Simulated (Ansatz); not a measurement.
`CC1=CC(C(F)(F)F)=[O+][Ti-]([F])([Cl])([Cl])[O]1` + `[F][Ti]([F])([F])[F]` → `[F][Ti]([F])([Cl])[Cl]` + `CC1=CC(C(F)(F)F)=[O+][Ti-]([F])([F])([F])[O]1`  (redistribution)

Isolated molecules relaxed with PBE0-D4/def2-TZVP in Ansatz; ΔE leaves out vibrations. CCSD(T)/CBS is the MP2 limit (def2-TZVPP, def2-QZVPP) plus CCSD(T) − MP2 in def2-TZVPP, frozen cores. DFT in def2-TZVPP. B3LYP here is the variant with VWN-RPA as its local correlation; programs differ in this. For Ti outer-core shells are correlated without core-valence functions, which leaves a few kJ/mol of doubt a bond. Scalar relativity is left out up to krypton.

**Question.** Is it downhill or uphill in electronic energy at CCSD(T)/CBS, and by how much? (Best estimate.)

**Answer.** Computed: Downhill: ΔE = -2.8 kcal/mol.

**Question.** What do these levels give: BLYP-D4, r2SCAN0-D4, B2PLYP, revPBE, B3LYP, RPA@PBE/def2-TZVPP, MP2/def2-SVP, CCSD(T)/def2-SVP, HF/def2-TZVPP, MP2/def2-TZVPP, CCSD(T)/def2-TZVPP, MP2/def2-QZVPP? (An estimate is asked.)

**Answer.** Ansatz gave: BLYP-D4 -1.5, r2SCAN0-D4 -2.6, B2PLYP -2.5, revPBE -2.5, B3LYP -3.4, RPA@PBE/def2-TZVPP -2.3, MP2/def2-SVP -1.5, CCSD(T)/def2-SVP -2.3, HF/def2-TZVPP -4.7, MP2/def2-TZVPP -1.4, CCSD(T)/def2-TZVPP -2.4, MP2/def2-QZVPP -1.6 kcal/mol.

Largest T1 diagnostic among the species: 0.024, so the coupled-cluster value is less sure than usual.

In def2-TZVPP, CCSD(T) changes the Hartree–Fock value by +2.3 kcal/mol (the triples alone add +0.7 kcal/mol) and MP2 by +3.4 kcal/mol. The D4 term adds +1.4 kcal/mol with B3LYP and +0.8 kcal/mol with PBE0; it sums over pairs of atoms, weighted by their polarisabilities, and B3LYP, whose exchange is more repulsive, gets the larger term. Leaving LDA and LC-ωPBE aside and taking each functional with its dispersion term where it has one, the values, not all of them listed here, spread over 2.1 kcal/mol, from CAM-B3LYP-D4 to revPBE-D4.
